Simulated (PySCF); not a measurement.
**Calibrating a computed vertical ionisation energy**

These are calculated values, ωB97X-D3(BJ)/ma-def2-SVP in PySCF (grid level 2) at geometries from PBE0-D3(BJ)/def2-SVP. The prefix ma- adds one diffuse s and one diffuse p function on all atoms but H. ωB97X-D3(BJ) is ωB97X-V with D3(BJ) in place of VV10.

| molecule | computed / eV | measured / eV |
| --- | --- | --- |
| 1-vinylnaphthalene, `C=Cc1cccc2ccccc12` (C12H10) | 7.94 | 7.93 |
| benzyl(dimethyl)arsane, `C[As](C)Cc1ccccc1` (C9H13As) | 8.47 | 8.45 |
| hexamethyldisilane, `C[Si](C)(C)[Si](C)(C)C` (C6H18Si2) | 8.81 | 8.69 |
| tetraethylgermane, `C[CH2][Ge]([CH2]C)([CH2]C)[CH2]C` (C8H20Ge) | 9.56 | 9.30 |
| 2-bromobenzotrifluoride, `FC(F)(F)c1ccccc1Br` (C7H4BrF3) | 9.58 | ? |
| tetraethylsilane, `CC[Si](CC)(CC)CC` (C8H20Si) | 9.80 | 9.80 |
| hexamethyldisiloxane, `C[Si](C)(C)O[Si](C)(C)C` (C6H18OSi2) | 9.92 | 9.88 |
| `CCO[Si](OCC)(OCC)OCC` (C8H20O4Si) | 10.54 | 9.77 |
| `CCCC1CCCC1` (C8H16) | 10.81 | 10.00 |

Fit a straight line to the complete rows and predict the measured value of 2-bromobenzotrifluoride, `FC(F)(F)c1ccccc1Br` (C7H4BrF3).

measured = 2.190 + 0.7423·computed (8 points, rms 0.21 eV, correlation 0.958). At 9.58 this gives 9.30 eV; the measured value is 9.38 eV, so the fit is off by 0.08.

Measured values: NIST Chemistry WebBook, evaluated or the median of agreeing entries.

tetraethyl orthosilicate, `CCCC1CCCC1` (C8H16): the gap is larger than usual, and may come from another state, site, conformer or species, from an onset or band maximum that doesn't mark the energy named, from the functional or basis, or from an outlying measurement.

(2-bromobenzotrifluoride) Run with `OMP_NUM_THREADS=1 python redox_run.py task.json out` on 1 thread of Arm Neoverse V1, a shared host. Structures, frequencies and single points: 18 min of wall time.
